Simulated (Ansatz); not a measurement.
Job for Ansatz (an electronic-structure program): SC-NEVPT2 on CASSCF(2,2)/cc-pVDZ on CH5BSe (SMILES CB[SeH]), a point of a bond scan (R = 2.959 Å).

Ansatz 0.2 input:
```yaml
crystal:
  periodic: [false, false, false]
  atoms:
    - {symbol: B, position_ang: [-0.15281115, -0.55344157, 1.06257556]}
    - {symbol: H, position_ang: [-1.13195865, -0.58935052, 1.73549546]}
    - {symbol: C, position_ang: [1.16908035, -1.26447540, 1.48164381]}
    - {symbol: H, position_ang: [0.65470713, -4.14986048, 1.88755787]}
    - {symbol: H, position_ang: [1.49361377, -0.88848570, 2.45849675]}
    - {symbol: H, position_ang: [2.00004339, -1.16077437, 0.78257232]}
    - {symbol: Se, position_ang: [-0.23400099, 0.42531987, -0.59759198]}
    - {symbol: H, position_ang: [-1.63466303, 0.86493165, -0.49316030]}
basis:
  gaussian:
    orbitals: cc-pVDZ
    pivot_positions_ang: [[-0.15281115, -0.55344157, 1.06257556], [-1.13195865, -0.58935052, 1.73549546], [1.16908035, -1.26447540, 1.48164381], [0.65470713, -4.14986048, 1.88755787], [1.49361377, -0.88848570, 2.45849675], [2.00004339, -1.16077437, 0.78257232], [-0.23400099, 0.42531987, -0.59759198], [-1.63466303, 0.86493165, -0.49316030]]
magnetization: {spin_polarized: false}
correlation: {method: sc_nevpt2, electrons: outside_noble_gas, active_space: {window: {electrons: 2, orbitals: 2}}}
output: {orbitals: {seedname: ./end}}
```

Q: What total energy does the run end on?

A: -2465.4879 hartree.
